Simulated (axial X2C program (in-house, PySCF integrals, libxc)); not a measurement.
**Ω levels of NPmO⁻ from open-shell CI on f(δφ)3 f(π)0**

Calculated with an axial X2C code built on PySCF integrals: two-component X2C with atomic mean-field Coulomb and Gaunt terms, basis N dyall-v3z, Pm dyall-v3z, O dyall-v3z (cores contracted in-house). Orbitals come from Hartree–Fock averaged over the configuration Pm f(δφ)3 f(π)0; CI then distributes these electrons over the f(δφ), f(π) shells of Pm.

N–Pm–O held linear, bonds 1.749 and 1.720 Å (the second held) (near the minimum of the configuration average).

Active spinors (ω > 0):

```json
{"shell": "f(δφ)", "ω": "3/2", "ε (eV)": "9.25", "character": "99% Pm f"}
{"shell": "f(δφ)", "ω": "5/2", "ε (eV)": "9.46", "character": "100% Pm f"}
{"shell": "f(δφ)", "ω": "5/2", "ε (eV)": "10.31", "character": "100% Pm f"}
{"shell": "f(δφ)", "ω": "7/2", "ε (eV)": "10.50", "character": "100% Pm f"}
{"shell": "f(π)", "ω": "1/2", "ε (eV)": "10.12", "character": "75% Pm f, 12% Pm d, 7% Pm p"}
{"shell": "f(π)", "ω": "3/2", "ε (eV)": "10.12", "character": "76% Pm f, 12% Pm d, 7% Pm p"}
```

Lowest levels of this model:

| Ω | energy (cm⁻¹) | g∥ | configuration |
| --- | --- | --- | --- |
| 5/2 | 0 | 4.20 | 100% f(δφ)3 |
| 3/2 | 312 | 0.34 | 100% f(δφ)3 |
| 7/2 | 1259 | 8.06 | 100% f(δφ)3 |
| 9/2 | 3452 | 11.84 | 100% f(δφ)3 |
| 1/2 | 7802 | 1.76 | 100% f(δφ)3 |
| 3/2 | 8355 | 2.06 | 100% f(δφ)3 |
| 5/2 | 9371 | 5.88 | 100% f(δφ)3 |
| 15/2 | 9932 | 15.73 | 100% f(δφ)3 |
| 7/2 | 10155 | 9.77 | 100% f(δφ)3 |
| 13/2 | 10278 | 12.15 | 100% f(δφ)3 |
| 5/2 | 13896 | 4.87 | 100% f(δφ)3 |
| 5/2 | 15274 | 5.02 | 100% f(δφ)3 |
| 3/2 | 17454 | 2.41 | 100% f(δφ)3 |
| 7/2 | 17759 | 7.92 | 100% f(δφ)3 |
| 3/2 | 17856 | 2.96 | 100% f(δφ)3 |
| 15/2 | 18212 | 14.58 | 100% f(δφ)3 |
| 17/2 | 18857 | 18.00 | 100% f(δφ)3 |
| 7/2 | 21557 | 7.89 | 100% f(δφ)3 |
| 3/2 | 22917 | 2.89 | 100% f(δφ)3 |
| 5/2 | 23315 | 5.46 | 100% f(δφ)3 |
| 1/2 | 23564 | 0.06 | 100% f(δφ)3 |
| 5/2 | 25667 | 4.84 | 100% f(δφ)3 |
| 9/2 | 26494 | 9.86 | 100% f(δφ)3 |

g∥ is the magnitude of 2⟨Lz + ge Sz⟩ for the +Ω component.

Q: From Ω and g∥ of the lowest level, whose 2⟨Lz + ge Sz⟩ is positive, find ⟨Sz⟩ and ⟨Lz⟩ (ge = 2.0023).

A: Ω = ⟨Lz⟩ + ⟨Sz⟩ = 5/2 and ⟨Lz⟩ + ge⟨Sz⟩ = 2.100, so ⟨Sz⟩ = -0.40 and ⟨Lz⟩ = 2.90.

Occupations of the active spinors in the lowest level by ω, shell by shell in order of energy: -7/2: 0.02; -5/2: 0.50 0.00; -3/2: 0.48 0.00; -1/2: 0.00; 1/2: 0.00; 3/2: 0.74 0.00; 5/2: 0.37 0.62; 7/2: 0.27. The leading determinant has weight 0.38 among 21.

This point took 5.3 s on 1 thread of Arm Neoverse N1, with other jobs on the host.

Dynamic correlation is missing, so gaps between terms are too wide and other configurations may lie lower; the lowest level listed is that of this model, not necessarily the ground state. At most 6 roots were kept for each Ω > 0 (twice that for Ω = 0) within 3.5 eV of the lowest, so higher up levels can be missing between those listed; levels with Ω > 0 are doubly degenerate and listed once, Ω = 0 levels singly. States that fill the shells left empty in the average are placed too high. For an anion, levels above electron detachment are held by the basis set. The molecule was held linear; bending was not examined.
